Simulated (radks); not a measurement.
Problem. These are the eigenvalues of the occupied orbitals of an atom or ion with whole-number occupations (eV). Method: scalar-relativistic Kohn-Sham, LDA (Slater exchange, VWN5 correlation), spin-polarised, spherical densities, point nucleus; computed with a radial shooting solver on a logarithmic mesh with Libxc functionals.

1s up: -19864.30
1s down: -19863.89
2s up: -2864.351
2s down: -2863.721
2p up: -2569.984
2p down: -2569.330
3s up: -541.3112
3s down: -540.5041
3p up: -444.8126
3p down: -443.9270
3d up: -287.3688
3d down: -286.3642
4s up: -125.1981
4s down: -120.3241
4p up: -97.7991
4p down: -92.8326
4d up: -57.3310
4f up: -23.8962

Which element is it, and in what charge state? The configuration may be excited. Open shells, if any, are filled with parallel spins first.

Solution. Z = 42, molybdenum, charge +4: Mo4+ in [Ar] 3d10 4s2 4p4 4d2 4f2. The list shows which subshells hold electrons but not how many an open one holds; the 1s level, -730 hartree, gives Z - s = 38.2 by -(Z - s)^2/2, which with screening and relativity narrows Z to a few neighbours, and the depths of the outer levels then fix element, charge and occupations together.
